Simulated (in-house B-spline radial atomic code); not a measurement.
A radial electron density 4πr²n(r) was computed for an atom or ion in its tabulated ground configuration with an all-electron radial atomic-structure program (B-spline basis); method: Dirac-Hartree-Fock, average of configuration. Columns: r (bohr), 4πr²n(r) (electrons per bohr), bar.

```
 0.00268   0.9215 #
 0.00328    1.331 ##
 0.00401    1.905 ###
  0.0049    2.702 ####
 0.00599    3.798 #####
 0.00733    5.284 #######
 0.00896    7.231 ##########
   0.011    9.778 #############
  0.0134    12.79 #################
  0.0164     16.4 ######################
  0.0201    20.37 ###########################
  0.0245    24.21 ################################
    0.03    27.57 #####################################
  0.0367    29.69 ########################################
  0.0449    30.06 ########################################
  0.0549    28.61 ######################################
  0.0672    25.98 ###################################
  0.0821    23.66 ################################
     0.1    23.27 ###############################
   0.123    25.75 ##################################
    0.15     29.9 ########################################
   0.184    33.05 ############################################
   0.225    31.95 ###########################################
   0.275    26.01 ###################################
   0.336    18.02 ########################
   0.411    12.44 #################
   0.503    11.69 ################
   0.615    13.86 ##################
   0.752    15.01 ####################
    0.92    13.06 #################
    1.13     8.97 ############
    1.38    5.136 #######
    1.68    2.663 ####
    2.06    1.375 ##
    2.52   0.7963 #
    3.08   0.4755 #
    3.77   0.2478 
    4.61  0.09928 
    5.64  0.02734 
    6.89 0.004751 
    8.43 0.0004542 
    10.3 2.169e-05
```

Task: Which atom or ion is it?
A. Ni2+
B. Cr+
C. Mn+
D. Fe+

Result: C. The area under the curve, ∫4πr²n dr = ∫r·4πr²n d(ln r) on this logarithmic grid, is 24 electrons, which only this option has. The configuration is [Ar] 3d5 4s1.
